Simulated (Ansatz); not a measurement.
Consider the homolysis of the C–Si bond: `OC[SiH](O)[SiH3]` → `[CH2]O`• + `O[SiH][SiH3]`•.

Computed with Ansatz on PBE0-D4/def2-TZVP structures; ΔE is electronic, products minus reactants. CCSD(T)/CBS is the MP2 limit (def2-TZVPP, def2-QZVPP) plus CCSD(T) − MP2 in def2-TZVPP, frozen cores. DFT in def2-TZVPP. B3LYP here is the variant with VWN-RPA as its local correlation; programs differ in this. Open shells (•) are unrestricted, without spin–orbit coupling. Each species was taken in one conformer, which may not be the lowest.

`OC[SiH](O)[SiH3]`:

```xyz
13

O     1.237   -1.581   -1.770
C     0.083   -0.885   -1.321
Si    0.550    0.371    0.007
O     1.539   -0.419    1.088
Si   -1.345    1.287    1.053
H     1.761   -1.819   -0.999
H    -0.687   -1.582   -0.956
H    -0.347   -0.377   -2.190
H     1.401    1.432   -0.592
H     1.124   -0.866    1.826
H    -2.055    0.229    1.827
H    -2.287    1.830    0.035
H    -0.975    2.379    1.993
```

`[CH2]O`•:

Cartesian coordinates in Å:
```
C -0.395 -0.206 0.076
O 0.531 0.484 -0.637
H -1.010 -0.860 -0.524
H -0.210 -0.412 1.123
H 1.084 0.993 -0.038
```

`O[SiH][SiH3]`•:

Cartesian coordinates in Å:
```
O -1.502 1.063 -1.147
Si -0.494 1.101 0.168
Si 0.742 -0.866 0.484
H -2.102 0.318 -1.213
H 0.362 2.302 -0.046
H 1.536 -0.714 1.734
H 1.665 -1.204 -0.637
H -0.207 -2.000 0.658
```

| level | ΔE (eV) |
| --- | --- |
| B3LYP-D4 | 3.25 |
| PBE | 3.18 |
| r2SCAN | 3.14 |
| PBE0 | 3.22 |
| CCSD(T)/def2-TZVPP | 3.43 |
| HF/CBS(def2) | 2.38 |
| MP2/CBS(def2) | 3.66 |
| CCSD/CBS(def2) | 3.44 |

Problem. What does CCSD(T)/CBS give? (Estimate.)

Solution. The calculation gave: +3.52 eV. The listed levels differ from it by -0.27, -0.34, -0.38, -0.30, -0.09, -1.14, 0.14, -0.08 eV.

Largest T1 diagnostic among the species: 0.016.

In def2-TZVPP, CCSD(T) changes the Hartree–Fock value by +1.02 eV (the triples alone add +0.08 eV) and MP2 by +1.16 eV; breaking electron pairs costs correlation energy, which Hartree–Fock lacks. The D4 term adds +0.15 eV with B3LYP and +0.08 eV with PBE0; it sums over pairs of atoms, weighted by their polarisabilities, and B3LYP, whose exchange is more repulsive, gets the larger term.
